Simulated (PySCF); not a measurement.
Isomers of C6H7N, mass 93.058 u with the commonest isotopes. Level of theory: PBE0/def2-SVPD in PySCF (dipole) on a GFN2-xTB geometry, gas phase. One conformer each, none proved a minimum here; rigid rotors.

Question: Order these by radius of gyration √(Σ m r²/M), largest first.
A. 3-methylenecyclobutanecarbonitrile, `C=C1CC(C#N)C1`
B. `C=C1C[C@@]1(C)C#N`
C. `[N:1]#[C:2][C:3]1=[CH:4][CH2:5][CH2:6][CH2:7]1` with C3–C4–C5–C6 12°, C4–C5–C6–C7 -19°, C5–C6–C7–C3 19°, C2–C3–C7–C6 169°

Answer: A (1.945 Å), C (1.907 Å), B (1.834 Å).

Question: Order these by out-of-plane moment Σ m c² = (Ia + Ib − Ic)/2, smallest first.
A. `C=C1C[C@@]1(C)C#N`
B. 3-methylenecyclobutanecarbonitrile (`C1(C#N)CC(=C)C1`)
C. `[N:1]#[C:2][C:3]1=[CH:4][CH2:5][CH2:6][CH2:7]1` with C3–C4–C5–C6 12°, C4–C5–C6–C7 -19°, C5–C6–C7–C3 19°, C2–C3–C7–C6 169° (1-cyclopentenecarbonitrile)

Answer: C (5.51 u·Å²), B (23.73 u·Å²), A (44.03 u·Å²).

Question: Order these by rotational constant A, largest first.
A. `C=C1C[C@@]1(C)C#N`
B. `[N:1]#[C:2][C:3]1=[CH:4][CH2:5][CH2:6][CH2:7]1` with C3–C4–C5–C6 12°, C4–C5–C6–C7 -19°, C5–C6–C7–C3 19°, C2–C3–C7–C6 169°
C. `C=C1CC(C#N)C1` (3-methylenecyclobutanecarbonitrile)

Answer: C (7658 MHz), B (7295 MHz), A (3841 MHz).

| SMILES | point group | Ia (u·Å²) | Ib (u·Å²) | Ic (u·Å²) | κ | μa (D) | μb (D) | μc (D) |
| --- | --- | --- | --- | --- | --- | --- | --- | --- |
| N#CC1=CCCC1 | C1 | 69.28 | 274.60 | 332.86 | -0.89 | 4.74 | 0.21 | 0.15 |
| C=C1C[C@@]1(C)C#N | C1 | 131.57 | 225.51 | 269.02 | -0.63 | 3.57 | 2.28 | 0.41 |
| C=C1CC(C#N)C1 | Cs | 65.99 | 309.86 | 328.40 | -0.97 | 3.49 | 0.00 | 1.95 |
